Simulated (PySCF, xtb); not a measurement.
Energy landscape of F2Zn, singlet: symmetric bend, bond length relaxed. Scanned: F-Zn-F angle. Other coordinates (Zn-F bond length) were minimised at PBE0/def2-TZVP.

Cartesian coordinates as functions of the variables (Å; names that start with a are angles):
```
Zn  0  0  0
F  r*sin(a/2)  0  r*cos(a/2)
F  -r*sin(a/2)  0  r*cos(a/2)
```

- GFN1-xTB (xtb)
- CAM-B3LYP/def2-TZVP (PySCF)
- MP2 on RHF/def2-TZVP, 7 core orbitals frozen (PySCF)
- RKS-BP86/6-31G* = restricted BP86/6-31G*, spherical d in PySCF
- RKS-LDA (SVWN5)/6-31G* = restricted LDA (SVWN5)/6-31G*, spherical d run with PySCF
- CCSD(T) on RHF/def2-TZVP, 7 core orbitals frozen (PySCF)

Energies in mEh, each method relative to its own lowest point.

```json
[
 {"a / °": "180", "GFN1-xTB": "0.0", "CAM-B3LYP": "0.0", "MP2": "0.0", "RKS-BP86/6-31G*": "0.0", "RKS-LDA (SVWN5)/6-31G*": "0.0", "CCSD(T)": "0.0"},
 {"a / °": "170", "GFN1-xTB": "0.1", "CAM-B3LYP": "1.0", "MP2": "1.0", "RKS-BP86/6-31G*": "0.8", "RKS-LDA (SVWN5)/6-31G*": "0.9", "CCSD(T)": "0.9"},
 {"a / °": "160", "GFN1-xTB": "0.4", "CAM-B3LYP": "4.1", "MP2": "3.9", "RKS-BP86/6-31G*": "3.2", "RKS-LDA (SVWN5)/6-31G*": "3.5", "CCSD(T)": "3.7"},
 {"a / °": "150", "GFN1-xTB": "1.1", "CAM-B3LYP": "9.0", "MP2": "8.7", "RKS-BP86/6-31G*": "7.4", "RKS-LDA (SVWN5)/6-31G*": "8.1", "CCSD(T)": "8.2"},
 {"a / °": "140", "GFN1-xTB": "2.0", "CAM-B3LYP": "15.6", "MP2": "15.2", "RKS-BP86/6-31G*": "13.4", "RKS-LDA (SVWN5)/6-31G*": "14.6", "CCSD(T)": "14.4"},
 {"a / °": "130", "GFN1-xTB": "3.3", "CAM-B3LYP": "23.8", "MP2": "23.3", "RKS-BP86/6-31G*": "21.1", "RKS-LDA (SVWN5)/6-31G*": "22.8", "CCSD(T)": "22.2"},
 {"a / °": "120", "GFN1-xTB": "5.2", "CAM-B3LYP": "33.3", "MP2": "32.9", "RKS-BP86/6-31G*": "30.6", "RKS-LDA (SVWN5)/6-31G*": "32.9", "CCSD(T)": "31.5"},
 {"a / °": "110", "GFN1-xTB": "7.9", "CAM-B3LYP": "44.4", "MP2": "44.1", "RKS-BP86/6-31G*": "42.2", "RKS-LDA (SVWN5)/6-31G*": "44.9", "CCSD(T)": "42.4"},
 {"a / °": "100", "GFN1-xTB": "11.7", "CAM-B3LYP": "57.3", "MP2": "57.3", "RKS-BP86/6-31G*": "55.4", "RKS-LDA (SVWN5)/6-31G*": "58.5", "CCSD(T)": "55.3"},
 {"a / °": "90", "GFN1-xTB": "17.7", "CAM-B3LYP": "73.1", "MP2": "73.6", "RKS-BP86/6-31G*": "71.1", "RKS-LDA (SVWN5)/6-31G*": "74.3", "CCSD(T)": "71.4"},
 {"a / °": "80", "GFN1-xTB": "28.0", "CAM-B3LYP": "94.3", "MP2": "95.5", "RKS-BP86/6-31G*": "91.9", "RKS-LDA (SVWN5)/6-31G*": "95.4", "CCSD(T)": "92.9"}
]
```
